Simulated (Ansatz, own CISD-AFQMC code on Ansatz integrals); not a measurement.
H7BSi2, SMILES `[SiH3]B[SiH3]` (charge 0, multiplicity 1).

Z-matrix (Å, degrees):
```
B
H 1 1.1971
Si 1 2.0041 2 118.98
H 3 1.4884 1 114.73 2 29.87
H 3 1.4885 4 108.77 1 -128.18
H 3 1.4963 4 107.99 5 -116.41
Si 1 2.0041 2 118.98 3 -179.98
H 7 1.4883 1 114.72 2 29.94
H 7 1.4885 8 108.77 1 -128.18
H 7 1.4962 8 107.99 9 -116.42
```
Charge 0, multiplicity 1.

Frozen-core correlation energies in cc-pVDZ at a geometry from PBE0-D3(BJ)/def2-TZVP, on an HF energy of -606.57043 Ha (<S^2> = 0.00). Wave-function levels are from Ansatz, the walk from an own CISD-AFQMC code on Ansatz integrals (time step 0.005/Ha, trial state from CCSD amplitudes, largest double 0.03).

```json
[
 {"level": "MP2", "correlation energy (mHa)": "-289.5"},
 {"level": "CCSD", "correlation energy (mHa)": "-356.3"},
 {"level": "CCSD(T)", "correlation energy (mHa)": "-365.2"}
]
```

**Question.** What correlation energy does phaseless AFQMC give, and where does it lie among these levels?

**Answer.** -366.6 ± 0.3 mHa (one standard error). AFQMC minus each level: MP2 -77.1 mHa, CCSD -10.3 mHa, CCSD(T) -1.3 mHa.
